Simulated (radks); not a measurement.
The bromine ion Br9+, 26 electrons, occupied as [Ar] 3d8. All-electron calculation, scalar-relativistic Kohn-Sham, LDA (Slater exchange, VWN5 correlation), spin-polarised, spherical densities, finite nucleus; open shells are filled with parallel spins first; Fermi nuclear charge, rms radius 4.1629 fm. Program: a radial shooting solver on a logarithmic mesh with Libxc functionals. Some entries of the table are withheld. Estimate them.

orbital  occ.  eigenvalue (hartree)  <r^2> (bohr^2)  <r> (bohr)
1s up       1             -495.8178        0.002467     0.04280
1s down     1             -495.8161        0.002467     0.04280
2s up       1             -70.80801         0.04244      0.1897
2s down     1             -70.71838         0.04239      0.1896
2p up       3             -63.36161         0.03352      0.1655
2p down     3             -63.29259         0.03346      0.1654
3s up       1             -15.44422             (1)      0.5387
3s down     1             -15.31937             (2)      0.5398
3p up       3             -13.07070          0.3449      0.5444
3p down     3             -12.94677          0.3469      0.5458
3d up       5              -9.15239          0.3485      0.5378
3d down     3              -9.02075          0.3528      0.5408

Answer. 
(1) 3s up <r^2> (bohr^2): 0.3325
(2) 3s down <r^2> (bohr^2): 0.3339
